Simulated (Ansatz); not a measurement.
The molecule TaGe, multiplicity 6 (an upper state: multiplicity 4 came lower at CCSD(T)/def2-TZVPP on PBE0 minima). No spin–orbit coupling. Ge is treated without relativity. The T1 diagnostic near the minimum is 0.058, so single-reference values are doubtful.

Seven points along R, fitted to fifth degree in 1/R; most abundant isotopes. In def2 and cc sets the state is the lowest found near the PBE0 minimum, followed along R.

Programs: Ansatz (a quantum-chemistry and plane-wave program) with Gaussian orbitals. Values without a source in brackets are computed. In def2 rows elements past Kr take small-core potentials, without spin–orbit coupling.

Energies at PBE/def2-TZVPP:

```tsv
R (Å)	E (hartree)
2.328974	-2133.56462849
2.391580	-2133.57061094
2.449179	-2133.57380452
2.514290	-2133.57527259
2.579401	-2133.57493348
2.654529	-2133.57281503
2.742179	-2133.56862517
```

Problem. With a reduced mass of 52.4814 u, find the minimum, the force constant and the constants.

Solution. A fifth-degree polynomial in 1/R puts the minimum at r_e = 2.5327 Å with force constant 173 N/m. Then ω_e = (1/2πc)√(k/μ) = 236 cm⁻¹ and B_e = h/(8π²cμr_e²) = 0.05008 cm⁻¹; the cubic and quartic terms give α_e = 0.00014 and ω_e x_e = 0.50 cm⁻¹.
